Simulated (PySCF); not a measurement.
# TaF: a composite coupled-cluster calculation

State: ³Σ⁻, triplet, unpaired electrons δ ↑↑. De refers to Ta (5d3 6s2) + F. ROHF-based CCSD(T) in PySCF 2.14 with Ta aug-cc-pVDZ-PP with ECP60, F aug-cc-pVDZ and Ta aug-cc-pVTZ-PP with ECP60, F aug-cc-pVTZ (frozen core orbitals: 5; scalar-relativistic core potentials). Correlation energies are extrapolated as n⁻³ (n = 2, 3), Hartree–Fock as (n+1)·exp(−9√n).

```csv
Level,Re (Å),ωe (cm⁻¹),ωexe (cm⁻¹),αe (cm⁻¹),De (eV)
CCSD(T)/DZ,1.8581,687.3,2.66,0.00138,5.961
CCSD(T)/TZ,1.8446,694.9,2.61,n/a,6.119
HF/CBS,1.8089,732.7,2.86,0.00161,4.080
MP2/CBS,1.8241,721.4,n/a,0.00132,6.315
CCSD/CBS,1.8441,699.6,2.59,n/a,5.898
CCSD(T)/CBS,1.8468,696,2.62,n/a,6.149
```

Problem. How much is left between CCSD(T)/TZ and the basis-set limit, and how much do the triples give at the limit?

Solution. CCSD(T)/CBS less CCSD(T)/TZ: +2.2 mÅ in Re, +1.0 cm⁻¹ in ωe and +0.030 eV in De. CCSD(T)/CBS less CCSD/CBS: +2.7 mÅ in Re, -3.7 cm⁻¹ in ωe and +0.251 eV in De.

The T1 diagnostic is 0.049, large enough to doubt a single reference. The state was picked by a PBE0 search and need not be the measured ground state. Spin–orbit coupling, excitations beyond (T) and corrections to the Born–Oppenheimer picture are left out, and spin–orbit coupling matters for open p, d or f shells this heavy.

The whole job (state search and all basis sets along the bond) took about 18 min on 4 threads of Arm Neoverse V2 (shared host), peak memory 15 GiB.
